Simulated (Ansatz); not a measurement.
Reaction (atomization): `S[SiH]1C=C1` → 2 C• + 4 H• + S• + Si•

Calculated with Ansatz (gas phase, PBE0-D4/def2-TZVP geometries, no zero-point term in ΔE). CBS: MP2 limit from def2 TZ/QZ plus the TZ coupled-cluster correction, frozen cores. This one scheme is used for every species, atoms too. Functionals use def2-TZVPP. HSE06 is defined as in plane-wave codes. Open shells (•) are unrestricted, without spin–orbit coupling. Spin–orbit coupling would lower the free atoms: a little for C, S, Si. Each species was taken in one conformer, which may not be the lowest.

(1) What is ΔE at CCSD(T)/CBS? (Estimate.)

(2) What do these levels give: r2SCAN-D4, PBE0-D4, r2SCANh-D4, PBE, HSE06, CAM-B3LYP, HF/def2-TZVPP, MP2/def2-TZVPP, SCS-MP2/def2-TZVPP, HF/def2-QZVPP, SCS-MP2/def2-QZVPP, CCSD/CBS(def2)? (Estimate.)

Largest T1 diagnostic among the species: 0.012.

Results:

(1) Ansatz gave: +2925.5 kJ/mol.

(2) The calculation gave: r2SCAN-D4 2947.9, PBE0-D4 2948.7, r2SCANh-D4 2929.3, PBE 2979.0, HSE06 2936.5, CAM-B3LYP 2903.9, HF/def2-TZVPP 2107.5, MP2/def2-TZVPP 2893.6, SCS-MP2/def2-TZVPP 2873.7, HF/def2-QZVPP 2112.2, SCS-MP2/def2-QZVPP 2931.3, CCSD/CBS(def2) 2870.9 kJ/mol.

In def2-TZVPP, CCSD(T) changes the Hartree–Fock value by +730.8 kJ/mol (the triples alone add +54.6 kJ/mol) and MP2 by +786.2 kJ/mol; breaking electron pairs costs correlation energy, which Hartree–Fock lacks. From r2SCAN to r2SCAN0 (25 % exact exchange), in def2-TZVPP and without D4, ΔE moves by −45.8 kJ/mol: exact exchange takes away binding that semilocal exchange gives to molecules. The D4 term adds +29.8 kJ/mol with B3LYP and +15.4 kJ/mol with PBE0; it sums over pairs of atoms, weighted by their polarisabilities, and B3LYP, whose exchange is more repulsive, gets the larger term.

B3LYP here is the variant with VWN-RPA as its local correlation; programs differ in this.

For atomizations the MP2-based limit and the directly extrapolated one differ by several kJ/mol either way, and by 10 to 25 for some Ge, Se and Sn compounds, so smaller differences from it don't rank the levels.
